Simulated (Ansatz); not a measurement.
Species: sum formula Si2NH5F, net charge 0, doublet state. It need not be the lowest isomer of its formula. 
Structure (B3LYP-D3(BJ)/def2-TZVP (Ansatz, a quantum-chemistry and plane-wave program) minimum search):
```
N
Si 1 1.6940
F 2 1.6062 1 115.45
Si 1 1.7197 2 146.66 3 4.81
H 2 1.4774 3 106.86 1 119.27
H 2 1.4774 5 113.31 3 -117.38
H 4 1.4799 1 109.99 2 -152.38
H 4 1.4823 7 109.33 1 -125.96
H 4 1.4870 7 109.53 8 -119.75
```
Charge 0, spin multiplicity 2.

Computed values are from Ansatz. Cores are frozen in the correlated levels unless marked. Open shells are spin-unrestricted. Spin-orbit coupling is left out. Non-relativistic. Basis-set limits of correlation are two-point, X^-3; Hartree-Fock from the larger set. The bracket is a focal-point correction in the basis named.

### Question
What is the total energy at RI-MP2/CBS(cc-pV(T+d)Z,cc-pV(Q+d)Z)+[CCSD(T)-MP2]/cc-pV(T+d)Z?

### Answer
-735.6785 Eh.

### Question
What is the T1 diagnostic at CCSD/cc-pV(T+d)Z?

### Answer
0.017.

### Question
What is the dipole moment at CCSD(T)/aug-cc-pV(D+d)Z?

### Answer
0.92 D.

### Question
What is the atomisation energy De at RI-MP2/CBS(cc-pV(T+d)Z,cc-pV(Q+d)Z)+[CCSD(T)-MP2]/cc-pV(T+d)Z?

### Answer
2882.3 kJ/mol.
